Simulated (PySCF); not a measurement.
## Ionisation energy of Ne²⁺ by level of theory

Ne²⁺ [He] 2s2 2p4 (3P) → Ne³⁺ [He] 2s2 2p3 (4S), as a difference of total energies. Computed with PySCF 2.14 in x2c-QZVPPall (7s4p3d2f1g, 57 functions), with scalar relativity by spin-free X2C-1e. Correlated levels: valence: 1s2 frozen; valence and next inner shell: nothing frozen. The calculations carry no spin-orbit coupling.

| method | ionisation energy (eV) | plus first-order spin-orbit estimate | error of that sum (eV) |
| --- | --- | --- | --- |
| UHF | 61.832 | 61.870 | -1.553 |
| LDA | 63.628 | 63.667 | +0.244 |
| PBE | 63.879 | 63.918 | +0.495 |
| PBE0 | 63.732 | 63.770 | +0.347 |
| r2SCAN | 63.609 | 63.647 | +0.224 |
| M06 | 63.745 | 63.783 | +0.360 |
| wB97X | 63.573 | 63.612 | +0.189 |
| HSE06 | 63.787 | 63.825 | +0.402 |
| TPSSh | 63.916 | 63.954 | +0.531 |
| ROHF | 61.784 | 61.822 | -1.601 |
| MP2 (valence) | 63.147 | 63.185 | -0.238 |
| SCS-MP2 (valence) | 63.275 | 63.314 | -0.109 |
| MP2 (valence and next inner shell) | 63.167 | 63.205 | -0.218 |
| SCS-MP2 (valence and next inner shell) | 63.283 | 63.322 | -0.101 |

Reference: 63.423 eV (measured; NIST Atomic Spectra Database, ionization energies).

A first-order spin-orbit estimate (lowest level to lowest level, LS coupling) adds 0.038 eV.

Errors of the correlated levels include the incompleteness of this basis and the frozen core.
